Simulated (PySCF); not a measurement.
# Converging BeP in the basis (MP2)

PySCF, UHF reference; quartet, unpaired electrons σ ↑, π ↑↑; De to Be + P without counterpoise correction. Frozen cores follow the default of each basis and core potential.

```
  basis     relativity  functions  Re (Å)  ωe (cm⁻¹)  De (eV)  frozen orbitals
 STO-3G  no relativity         14   1.984        768      n/a                5
pcseg-1  no relativity         27   2.087        607     0.80                5
pcseg-2  no relativity         49   2.056        646     1.17                5
```

(1) How does each smaller set differ from the one with most functions, pcseg-2?

Correlated steps freeze 5 core orbitals. Correlated levels converge slowly with the basis: in double zeta they bind strong bonds too weakly, by up to about 1 eV, and carry superposition errors of some tenths. STO-3G is very small, so such numbers show the basis as much as the molecule. The state was picked by a PBE0 search and need not be the measured ground state.

## Answers

(1) STO-3G: -7.2 pm, +18.9 % in ωe; pcseg-1: +3.1 pm, -6.0 % in ωe, -0.37 eV in De. All at MP2; the set with most functions is neither the basis-set limit nor always the best.
